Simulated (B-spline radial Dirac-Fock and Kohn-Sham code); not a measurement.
Dipole and non-dipole photoemission parameters of La³⁺ 5p1/2

System: lanthanum as La³⁺ in the configuration [Kr] 4d10 5s2 5p6; threshold 51.83 eV (orbital energy of the model). Model: Dirac-Hartree-Slater photoionisation with a Latter tail; cross sections with all multipoles, angular parameters from the dipole term and its interference with E2. Program: a radial finite-basis atomic code.

The run's input, task.json:

```json
{"items": [{
  "Z": 57,
  "q": 3,
  "cfg": [[1, 0, 2], [2, 0, 2], [2, 1, 6], [3, 0, 2], [3, 1, 6], [3, 2, 10], [4, 0, 2], [4, 1, 6], [4, 2, 10], [5, 0, 2], [5, 1, 6]],
  "A": 139,
  "rrms": 4.855,
  "do": "xps",
  "hv": [56.7, 67.8, 103.0, 119.0, 125.0, 145.0, 191.0, 201.0, 437.0, 477.0, 478.0, 525.0, 600, 657.0, 684.0, 800, 1000, 1253.6, 1840.0, 2000, 2290.0, 4380.0, 4910.0, 6000, 7840.0, 9251.7, 9640.0, 9950.0, 10600.0, 15000]
}]}
```

Run with: `python xray2_run.py task.json out`

For linearly polarised light dσ/dΩ = σ/(4π) [1 + β P₂(cos θ) + (δ + γ cos²θ) sin θ cos φ], with θ from the polarisation vector and φ the angle between the beam and the projection of the electron momentum on the plane normal to the polarisation.

```csv
hν (eV),σ (kb),β,γ,δ
67.8,260,0.736,0.361,-0.032
103,101,-0.083,0.062,0.005
119,80.8,-0.067,-0.029,0.019
125,75.7,-0.024,-0.046,0.023
145,63.0,0.168,-0.056,0.031
191,45.6,0.570,0.032,0.032
201,43.0,0.640,0.058,0.030
437,?,?,?,?
477,17.5,1.469,0.253,0.006
478,17.5,1.470,0.253,0.006
525,15.5,1.517,0.241,0.005
600,13.0,1.572,0.213,0.003
657,11.5,1.602,0.190,0.002
684,10.9,1.615,0.179,0.001
800,8.78,1.655,0.131,0.000
1000,6.30,1.693,0.063,-0.001
1253.6,4.38,1.713,0.007,-0.001
1840,2.24,1.713,-0.019,-0.002
2000,1.92,1.708,-0.010,-0.002
2290,1.49,1.697,0.018,-0.002
4380,0.393,1.598,0.365,0.005
4910,0.304,1.574,0.461,0.008
6000,0.192,1.526,0.649,0.015
7840,0.101,1.455,0.933,0.029
9251.7,0.0665,1.407,1.124,0.041
9640,0.0599,1.394,1.173,0.045
9950,0.0552,1.384,1.211,0.048
10600,0.0469,1.364,1.288,0.054
15000,0.0185,1.247,1.714,0.097
```

Task: Give the values at 437 eV.

Result: σ = 19.5 kb, β = 1.420, γ = 0.259, δ = 0.008.

Values without a named source are computed, but for edge energies of neutral atoms, which are taken from tables.
